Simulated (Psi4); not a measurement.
C₃H₁₀OSi, charge +1, doublet, at a GFN2-xTB geometry (a state made from the parent by changing its charge; the spin is typed, not shown lowest). Base run: TPSS/6-31G (Psi4).

Input for Psi4:
```
memory 2 GB

molecule {
1 2
C     0.12889758    1.18880650   -1.44614808
Si   -0.12128230   -0.04285618    0.07100185
C    -0.86774393   -1.71675106   -0.33427049
C     1.81789469   -0.06613829    0.44863815
O    -0.95247691    0.62466483    1.25598572
H     0.69492992    0.70480773   -2.23158844
H     0.61870642    2.10594442   -1.14008169
H    -0.88328772    1.39366557   -1.77930953
H    -0.87921819   -2.36722949    0.53889432
H    -0.32671874   -2.23448098   -1.12289636
H    -1.90354716   -1.61899548   -0.65577031
H     2.35275218   -0.51625197   -0.37736860
H     2.19222867    0.93155161    0.64477867
H     1.89521572   -0.68415158    1.33664902
H    -0.91758359    1.45230531    1.73546366
}

set {
  basis 6-31g
  reference uks
}

energy('tpss')
print_variables()
```

Each row names what was changed in the base input (with any setting that the change needs).

```
change                                            ΔE vs base (eV)  point group used  SCF cycles
------------------------------------------------  ---------------  ----------------  ----------
base                                                         0.00                c1          11
jitter_ang = 0.002                                           0.01                c1          11
molecule keys = symmetry c1                                  0.00                c1          11
molecule keys = no_reorient                                  0.00                c1          11
molecule keys = symmetry c1, no_reorient, no_com             0.00                c1          11
```

Open shells are given as the SCF converged; they aren't shown to be the lowest states, and a large step between rows can be another state.
